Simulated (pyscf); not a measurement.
# F–Ti(Cl)(Cl)–Cl, singlet

Gas-phase minimum from PySCF at ωB97X-D3(BJ)/def2-SVP, one conformer. 

SMILES: [F][Ti]([Cl])([Cl])[Cl]
```xyz
5

F      1.0910     1.1400    -0.5237
Ti     0.7307    -0.3364     0.2654
Cl     0.9638    -0.0721     2.3885
Cl    -1.2976    -0.8980    -0.1839
Cl     2.0802    -1.8604    -0.4337
```

Bonds (Å): F1–Ti2 1.712, Ti2–Cl3 2.152, Ti2–Cl4 2.152, Ti2–Cl5 2.152. Bond angles (°): F1–Ti2–Cl3 109.0, F1–Ti2–Cl4 109.1, F1–Ti2–Cl5 109.2, Cl3–Ti2–Cl4 109.9, Cl3–Ti2–Cl5 109.8, Cl4–Ti2–Cl5 109.8.

Properties at ωB97X-D3(BJ)/def2-SVP:

| Item | Result |
|---|---|
| Harmonic wavenumbers, unscaled | 124, 124, 145, 183, 184, 430, 527, 527, 835 cm⁻¹ |
| Zero-point energy | 4.4 kcal/mol |
| Rotational symmetry number | 3 |
| Entropy of this conformer at 298 K and 1 atm, rigid rotor and harmonic oscillator, modes under 100 cm⁻¹ raised to 100 | 351.0 J/(mol K) |
| Dipole moment | 0.01 D |

Single-point totals, which compare only within one level:

```tsv
level	total energy (hartree)
ωB97X-D3(BJ)/def2-TZVP	-2330.27145
PBE/def2-TZVP	-2329.42239
r²SCAN/def2-TZVP	-2330.13861
B3LYP-D3(BJ)/def2-TZVP	-2330.35261
PBE0-D3(BJ)/def2-TZVP	-2329.53213
M06-2X/def2-TZVP	-2330.14270
ωB97M-D3(BJ)/def2-TZVP	-2330.46422
```
